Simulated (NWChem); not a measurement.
System: C$_{4}$H$_{3}$N$_{2}$, doublet; SMILES n1cccn[c]1

Here is an NWChem input.

```
start job
memory heap 200 mb stack 900 mb global 1100 mb
geometry units angstroms noautoz
  C      0.000000     0.000000    -1.330717
  N     -1.184272     0.000000    -0.787413
  C     -1.189081     0.000000     0.550314
  C      0.000000     0.000000     1.278306
  C      1.189081     0.000000     0.550314
  N      1.184272     0.000000    -0.787413
  H     -2.165266     0.000000     1.048578
  H      0.000000     0.000000     2.369499
  H      2.165266     0.000000     1.048578
end
basis spherical
  C library def2-svp
  N library def2-svp
  H library def2-svp
end
dft
  odft
  mult 2
  xc m05-2x
  iterations 150
  mulliken
end
task dft energy
```

Parts of the log:

```
             Northwest Computational Chemistry Package (NWChem) 7.3.0
             --------------------------------------------------------

 C2V symmetry detected

                             Geometry "geometry" -> ""
                             -------------------------

 Output coordinates in angstroms (scale by  1.889725989 to convert to a.u.)

  No.       Tag          Charge          X              Y              Z
 ---- ---------------- ---------- -------------- -------------- --------------
    1 C                    6.0000     0.00000000     0.00000000    -1.32418468
    2 N                    7.0000    -1.18427200     0.00000000    -0.78088068
    3 C                    6.0000    -1.18908100     0.00000000     0.55684632
    4 C                    6.0000     0.00000000     0.00000000     1.28483832
    5 C                    6.0000     1.18908100     0.00000000     0.55684632
    6 N                    7.0000     1.18427200     0.00000000    -0.78088068
    7 H                    1.0000    -2.16526600     0.00000000     1.05511032
    8 H                    1.0000     0.00000000     0.00000000     2.37603132
    9 H                    1.0000     2.16526600     0.00000000     1.05511032

 Effective nuclear repulsion energy (a.u.)     200.5180478881

      Symmetry information
      --------------------

 Group name             C2v
 Group number             16
 Group order               4
 No. of unique centers     6

                                 NWChem DFT Module
                                 -----------------

 Summary of "ao basis" -> "ao basis" (spherical)
 ------------------------------------------------------------------------------
       Tag                 Description            Shells   Functions and Types
 ---------------- ------------------------------  ------  ---------------------
 C                          def2-svp                 6       14   3s2p1d
 N                          def2-svp                 6       14   3s2p1d
 H                          def2-svp                 3        5   2s1p

      Symmetry analysis of basis
      --------------------------

        a1         41
        a2         11
        b1         31
        b2         16

            General Information
            -------------------
          SCF calculation type: DFT
          Wavefunction type:  spin polarized.
          No. of atoms     :     9
          No. of electrons :    41
           Alpha electrons :    21
            Beta electrons :    20
          Charge           :     0
          Spin multiplicity:     2
          Use of symmetry is: on ; symmetry adaption is: on
          Maximum number of iterations: 150
          AO basis - number of functions:    99
                     number of shells:    45
          Convergence on energy requested:  1.00D-06
          Convergence on density requested:  1.00D-05
          Convergence on gradient requested:  5.00D-04

              XC Information
              --------------
                       M05-2X Method XC Functional
                     Hartree-Fock (Exact) Exchange  0.560
                M05-2X metaGGA Exchange Functional  0.440
                      M05-2X Correlation Potential  1.000

             Grid Information
             ----------------
          Grid used for XC integration:  medium
          Radial quadrature: Mura-Knowles
          Angular quadrature: Lebedev.
          Tag              B.-S. Rad. Rad. Pts. Rad. Cut. Ang. Pts.
          ---              ---------- --------- --------- ---------
          C                   0.70       49          10.0       434
          N                   0.65       49          10.0       434
          H                   0.35       45          11.0       434
          Grid pruning is: on
          Number of quadrature shells:   286
          Spatial weights used:  Erf1

      Superposition of Atomic Density Guess
      -------------------------------------

 Sum of atomic energies:        -260.48544233

      Non-variational initial energy
      ------------------------------

 Total energy =    -264.260353
 1-e energy   =    -748.293681
 2-e energy   =     283.515280
 HOMO         =      -0.142230
 LUMO         =      -0.041915

   Symmetry analysis of molecular orbitals - initial alpha
   -------------------------------------------------------

  Numbering of irreducible representations:

     1 a1          2 a2          3 b1          4 b2

  Orbital symmetries:

     1 a1          2 b1          3 a1          4 a1          5 b1
     6 a1          7 a1          8 b1          9 a1         10 b1
    11 a1         12 a1         13 b1         14 b2         15 a1
    16 b1         17 a1         18 a2         19 b2         20 b1
    21 a1         22 a2         23 b2         24 a1         25 b1
    26 b2         27 a1         28 a1         29 b1         30 a1
    31 a1

   Symmetry analysis of molecular orbitals - initial beta
   ------------------------------------------------------

  Numbering of irreducible representations:

     1 a1          2 a2          3 b1          4 b2

  Orbital symmetries:

     1 a1          2 b1          3 a1          4 a1          5 b1
     6 a1          7 a1          8 b1          9 a1         10 b1
    11 a1         12 a1         13 b1         14 b2         15 a1
    16 b1         17 a1         18 a2         19 b2         20 b1
    21 a1         22 a2         23 b2         24 a1         25 b1
    26 b2         27 a1         28 a1         29 b1         30 a1
    31 a1

     ---------------------------------------------
      Total Density - Mulliken Population Analysis
     ---------------------------------------------

    Atom       Charge   Shell Charges
 -----------   ------   -------------------------------------------------------
    1 C    6     5.66   1.99  0.97  0.35  1.61  0.67  0.07
    2 N    7     7.46   1.99  1.08  0.48  2.41  1.48  0.03
    3 C    6     5.71   1.99  0.95  0.24  1.76  0.72  0.05
    4 C    6     6.23   1.99  0.98  0.27  2.03  0.94  0.03
    5 C    6     5.71   1.99  0.95  0.24  1.76  0.72  0.05
    6 N    7     7.46   1.99  1.08  0.48  2.41  1.48  0.03
    7 H    1     0.93   0.69  0.22  0.02
    8 H    1     0.90   0.67  0.21  0.02
    9 H    1     0.93   0.69  0.22  0.02

     --------------------------------------------
      Spin Density - Mulliken Population Analysis
     --------------------------------------------

    Atom       Charge   Shell Charges
 -----------   ------   -------------------------------------------------------
    1 C    6     0.71   0.00  0.07  0.16  0.30  0.19  0.00
    2 N    7     0.08   0.00  0.02  0.00  0.05 -0.00  0.00
    3 C    6     0.05   0.00  0.01 -0.00  0.04  0.00  0.00
    4 C    6     0.00   0.00  0.00  0.00  0.00 -0.00  0.00
    5 C    6     0.05   0.00  0.01 -0.00  0.04  0.00  0.00
    6 N    7     0.08   0.00  0.02  0.00  0.05 -0.00  0.00
    7 H    1     0.01   0.01  0.01  0.00
    8 H    1     0.01   0.01  0.00 -0.00
    9 H    1     0.01   0.01  0.01  0.00

   convergence    iter        energy       DeltaE   RMS-Dens  Diis-err
 ---------------- ----- ----------------- --------- --------- ---------
 d= 0,ls=0.0,diis     1   -263.3085848419 -4.64D+02  5.42D-03  1.51D-01
                                                     4.65D-03  1.38D-01
 d= 0,ls=0.0,diis     2   -263.3577271306 -4.91D-02  2.28D-03  9.68D-02
                                                     2.11D-03  1.00D-01
 d= 0,ls=0.0,diis     3   -263.3972171604 -3.95D-02  7.01D-04  7.25D-03
                                                     6.69D-04  6.41D-03
 d= 0,ls=0.0,diis     4   -263.4003802361 -3.16D-03  3.71D-04  7.79D-04
                                                     2.46D-04  8.00D-04
 d= 0,ls=0.0,diis     5   -263.4008375345 -4.57D-04  1.03D-04  7.05D-05
                                                     1.10D-04  1.14D-04
  Resetting Diis
 d= 0,ls=0.0,diis     6   -263.4009118359 -7.43D-05  7.20D-05  2.16D-05
                                                     3.70D-05  1.12D-05
 d= 0,ls=0.0,diis     7   -263.4009328293 -2.10D-05  2.35D-05  2.03D-06
                                                     2.82D-05  4.48D-06
 d= 0,ls=0.0,diis     8   -263.4009393843 -6.56D-06  1.68D-05  3.24D-06
                                                     9.85D-06  1.10D-06
 d= 0,ls=0.0,diis     9   -263.4009421082 -2.72D-06  3.51D-05  6.43D-07
                                                     3.31D-05  1.07D-06
 d= 0,ls=0.0,diis    10   -263.4009466748 -4.57D-06  1.27D-05  1.67D-07
                                                     1.17D-05  1.81D-07
 d= 0,ls=0.0,diis    11   -263.4009472914 -6.17D-07  5.38D-06  3.92D-08
                                                     4.96D-06  2.92D-08

         Total DFT energy =     -263.400947291450
      One electron energy =     -751.280162440776
           Coulomb energy =      323.844690641243
    Exchange-Corr. energy =      -36.483523380057
 Nuclear repulsion energy =      200.518047888141

 Numeric. integr. density =       41.000009117399

                  Occupations of the irreducible representations
                  ----------------------------------------------

                     irrep           alpha         beta
                     --------     --------     --------
                     a1               11.0         10.0
                     a2                1.0          1.0
                     b1                7.0          7.0
                     b2                2.0          2.0

                    DFT Final Alpha Molecular Orbital Analysis
                    ------------------------------------------

 Vector   19  Occ=1.000000D+00  E=-3.640793D-01  Symmetry=b2
              MO Center=  9.6D-16,  9.9D-17,  3.2D-01, r^2= 2.6D+00
   Bfn.  Coefficient  Atom+Function         Bfn.  Coefficient  Atom+Function
  ----- ------------  ---------------      ----- ------------  ---------------
    47      0.378281  4 C  py                 5     -0.304839  1 C  py
    50      0.274322  4 C  py                33      0.214176  3 C  py
    61      0.214176  5 C  py                 8     -0.190662  1 C  py
    19      0.150479  2 N  py                75      0.150479  6 N  py
    36      0.131571  3 C  py                64      0.131571  5 C  py

 Vector   20  Occ=1.000000D+00  E=-3.510781D-01  Symmetry=b1
              MO Center= -3.9D-15, -2.9D-16, -5.6D-01, r^2= 3.2D+00
   Bfn.  Coefficient  Atom+Function         Bfn.  Coefficient  Atom+Function
  ----- ------------  ---------------      ----- ------------  ---------------
    18      0.363655  2 N  px                74      0.363655  6 N  px
    21     -0.256403  2 N  px                77     -0.256403  6 N  px
    46     -0.199869  4 C  px                 4      0.197309  1 C  px
    49     -0.188159  4 C  px                20      0.148272  2 N  pz
    76     -0.148272  6 N  pz                85     -0.130989  7 H  s

 Vector   21  Occ=1.000000D+00  E=-2.958759D-01  Symmetry=a1
              MO Center=  1.4D-15,  3.3D-18, -1.3D+00, r^2= 2.1D+00
   Bfn.  Coefficient  Atom+Function         Bfn.  Coefficient  Atom+Function
  ----- ------------  ---------------      ----- ------------  ---------------
     6      0.463193  1 C  pz                 3     -0.388667  1 C  s
     9      0.306614  1 C  pz                 2     -0.284914  1 C  s
    17      0.269561  2 N  s                 73      0.269561  6 N  s
    20      0.233499  2 N  pz                76      0.233499  6 N  pz
    34      0.181824  3 C  pz                62      0.181824  5 C  pz

 Vector   22  Occ=0.000000D+00  E=-2.025746D-02  Symmetry=a2
              MO Center=  4.8D-15,  7.2D-17,  9.1D-02, r^2= 3.1D+00
   Bfn.  Coefficient  Atom+Function         Bfn.  Coefficient  Atom+Function
  ----- ------------  ---------------      ----- ------------  ---------------
    36      0.432040  3 C  py                64     -0.432040  5 C  py
    22     -0.359293  2 N  py                78      0.359293  6 N  py
    33      0.353045  3 C  py                61     -0.353045  5 C  py
    19      0.296530  2 N  py                75     -0.296530  6 N  py
    10      0.035633  1 C  d -2              52     -0.033188  4 C  d -2

 Vector   23  Occ=0.000000D+00  E= 3.169087D-03  Symmetry=b2
              MO Center=  7.5D-17, -5.9D-16, -1.7D-02, r^2= 3.2D+00
   Bfn.  Coefficient  Atom+Function         Bfn.  Coefficient  Atom+Function
  ----- ------------  ---------------      ----- ------------  ---------------
    50      0.561288  4 C  py                 8      0.449257  1 C  py
     5      0.407845  1 C  py                47      0.355274  4 C  py
    36     -0.321976  3 C  py                64     -0.321976  5 C  py
    33     -0.208575  3 C  py                61     -0.208575  5 C  py
    22     -0.186313  2 N  py                78     -0.186313  6 N  py

 Vector   24  Occ=0.000000D+00  E= 1.102446D-01  Symmetry=a1
              MO Center=  1.0D-13,  1.7D-16,  2.0D+00, r^2= 5.8D+00
   Bfn.  Coefficient  Atom+Function         Bfn.  Coefficient  Atom+Function
  ----- ------------  ---------------      ----- ------------  ---------------
    91      1.422846  8 H  s                 86      1.029579  7 H  s
    96      1.029579  9 H  s                 45     -1.023186  4 C  s
    31     -0.595830  3 C  s                 59     -0.595830  5 C  s
    51     -0.546318  4 C  pz                35      0.398632  3 C  px
    63     -0.398632  5 C  px                48     -0.214575  4 C  pz

                     DFT Final Beta Molecular Orbital Analysis
                     -----------------------------------------

 Vector   18  Occ=1.000000D+00  E=-4.010900D-01  Symmetry=a2
              MO Center= -3.7D-15, -3.0D-16, -2.8D-01, r^2= 2.6D+00
   Bfn.  Coefficient  Atom+Function         Bfn.  Coefficient  Atom+Function
  ----- ------------  ---------------      ----- ------------  ---------------
    19      0.338296  2 N  py                75     -0.338296  6 N  py
    33     -0.262869  3 C  py                61      0.262869  5 C  py
    22     -0.239065  2 N  py                78      0.239065  6 N  py
    36     -0.175223  3 C  py                64      0.175223  5 C  py
    10      0.029371  1 C  d -2

 Vector   19  Occ=1.000000D+00  E=-3.574838D-01  Symmetry=b2
              MO Center= -6.9D-16, -2.3D-16,  3.2D-01, r^2= 2.6D+00
   Bfn.  Coefficient  Atom+Function         Bfn.  Coefficient  Atom+Function
  ----- ------------  ---------------      ----- ------------  ---------------
    47      0.389866  4 C  py                50      0.289697  4 C  py
     5     -0.276243  1 C  py                33      0.197111  3 C  py
    61      0.197111  5 C  py                 8     -0.179501  1 C  py
    19      0.175897  2 N  py                75      0.175897  6 N  py
    22     -0.129853  2 N  py                78     -0.129853  6 N  py

 Vector   20  Occ=1.000000D+00  E=-3.347892D-01  Symmetry=b1
              MO Center= -5.0D-15,  7.3D-18, -6.0D-01, r^2= 3.2D+00
   Bfn.  Coefficient  Atom+Function         Bfn.  Coefficient  Atom+Function
  ----- ------------  ---------------      ----- ------------  ---------------
    18      0.365632  2 N  px                74      0.365632  6 N  px
    21     -0.267723  2 N  px                77     -0.267723  6 N  px
    49     -0.203509  4 C  px                46     -0.194128  4 C  px
     4      0.176458  1 C  px                20      0.151923  2 N  pz
    76     -0.151923  6 N  pz                85     -0.125516  7 H  s

[...]
```

Level: M05-2X/def2-SVP, spin-unrestricted. In the optimisation the excess spin sits in a1 (C2v, its own frame). Geometry: optimised at PBE0/def2-SVP, spin-unrestricted. No frequency run checked for a minimum. No stability test was run on the SCF state.
